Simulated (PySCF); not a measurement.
# A small calculation by hand: entropy of an ideal gas

SiHClBr2, SMILES Cl[SiH](Br)Br.

Coordinates come from a B3LYP-D3(BJ)/def2-SVP optimisation.

B3LYP-D3(BJ)/def2-SVP (PySCF 2.14.0) gives the harmonic wavenumbers 114, 137, 196, 383, 477, 572, 777, 797, 2294 cm⁻¹ and the rotational temperatures 0.0858, 0.0445, 0.0305 K. The molar mass is 224.35 g/mol, the symmetry number 1, the spin multiplicity 1.

Task: Work out the entropy at 298.15 K and 1 atm in the rigid-rotor, harmonic-oscillator model.

Result: 
Translation (Sackur–Tetrode at 1 atm): S = R[1.5 ln M + 2.5 ln T − 1.16487] = 176.3 J/(mol K).
Rotation: q = (√π/σ) T^1.5/√(θA θB θC) = 846000, S = R[ln q + 3/2] = 125.9 J/(mol K).
Vibration: with u = 1.4388 ν/T, each mode gives R[u/(e^u − 1) − ln(1 − e^−u)]:
| ν (cm⁻¹) | modes | u | S (J/(mol K)) |
|---|---|---|---|
| 114 | 1 | 0.55 | 13.39 |
| 137 | 1 | 0.66 | 11.90 |
| 196 | 1 | 0.95 | 9.08 |
| 383 | 1 | 1.85 | 4.30 |
| 477 | 1 | 2.30 | 3.00 |
| 572 | 1 | 2.76 | 2.09 |
| 777 | 1 | 3.75 | 0.95 |
| 797 | 1 | 3.85 | 0.88 |
The stiffer modes add less than 0.005 each. Sum 45.6 J/(mol K).
Spin: R ln 1 = 0.0 J/(mol K).
Total 347.8 J/(mol K); the program's own thermochemistry gives 347.8. Translation makes up 51 % and vibration 13 %. Anharmonicity, hindered rotation and orbital degeneracy are left out.
